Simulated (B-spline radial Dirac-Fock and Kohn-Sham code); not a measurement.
The Cu-like isoelectronic sequence (29 electrons), Z = 46 to 56

Method: Dirac-Fock energy differences between relaxed states, corrected for Breit and QED terms. Computed with an atomic code on a B-spline grid. Binding energies in eV, tabulated ground configurations ([Ar] 3d10 4s1 throughout). The model has no electron correlation.

```csv
ion,2p1/2,3p1/2,3p3/2,outermost level,NIST ionisation energy
Pd¹⁷⁺,3794.5,999.8,970.8,456.2 (4s),457.5 ± 0.15
Ag¹⁸⁺,4032.2,1084.1,1051.8,499.6 (4s),500.87 ± 0.16
Cd¹⁹⁺,4277.9,1171.8,1135.8,544.8 (4s),546.19 ± 0.17
In²⁰⁺,4531.9,1262.8,1222.9,592.0 (4s),593.38 ± 0.2
Sn²¹⁺,4794.2,1357.4,1313.2,641.0 (4s),642.35 ± 0.22
Sb²²⁺,5064.8,1455.4,1406.6,691.9 (4s),693.26 ± 0.24
Te²³⁺,5343.9,1556.9,1503.2,744.7 (4s),746.12 ± 0.25
I²⁴⁺,?,?,?,?,?
Xe²⁵⁺,5927.7,1770.5,1705.6,856.0 (4s),857 ± 0.4
Cs²⁶⁺,6232.5,1882.7,1811.6,914.6 (4s),916.1 ± 0.5
Ba²⁷⁺,6546.2,1998.4,1920.7,975.1 (4s),976.62 ± 0.11
```

Question: Fill in the row of I²⁴⁺.

Answer: 2p1/2 5631.5, 3p1/2 1661.9, 3p3/2 1602.8, outermost 799.4 (4s), NIST 800.8 ± 0.4 eV.

NIST's values are for the lowest levels; a dash marks a value that is missing or belongs to another shell. Their kind here: semi-empirical.
